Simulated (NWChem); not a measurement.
Molecule: Si$_{2}$N$_{2}$H$_{5}$F; SMILES F[SiH]1N[SiH2]N1

```xyz
10

F      0.6186     2.1121     0.0000
Si    -0.4290     0.8706     0.0000
N     -0.1184    -0.3389    -1.1952
Si     0.2037    -1.5773     0.0000
N     -0.1184    -0.3389     1.1952
H     -1.7517     1.5422     0.0000
H     -0.1166    -0.3346    -2.2038
H     -0.7517    -2.7277     0.0000
H      1.5875    -2.1454     0.0000
H     -0.1166    -0.3346     2.2038
```
Atoms are numbered in this order, from 1.

Level: PBE0/def2-SVP (NWChem), optimised geometry, unscaled harmonic frequencies. 

| frequency (cm⁻¹) | IR intensity (km/mol) |
|---|---|
| 45 | 0.4 |
| 133 | 5.7 |
| 263 | 4.6 |
| 358 | 58.3 |
| 458 | 177.1 |
| 537 | 9.5 |
| 591 | 0.0 |
| 672 | 0.7 |
| 699 | 90.9 |
| 728 | 5.4 |
| 796 | 2.7 |
| 804 | 79.2 |
| 871 | 36.1 |
| 903 | 95.4 |
| 959 | 88.2 |
| 988 | 288.1 |
| 1024 | 109.0 |
| 1031 | 109.2 |
| 1065 | 516.1 |
| 2214 | 190.6 |
| 2227 | 175.8 |
| 2289 | 145.9 |
| 3735 | 0.0 |
| 3737 | 167.2 |

- zero-point energy = 38.8 kcal/mol
- thermal correction to the enthalpy at 298.15 K (with zero-point energy) = 43.5 kcal/mol
- heat capacity Cv = 23.4 cal/(mol K)
- entropy at 298.15 K and 1 atm (symmetry number 1) = 81.1 cal/(mol K)
- dipole moment = 1.49 D

Rigid rotor and harmonic oscillator; modes under 100 cm⁻¹ make the entropy uncertain.
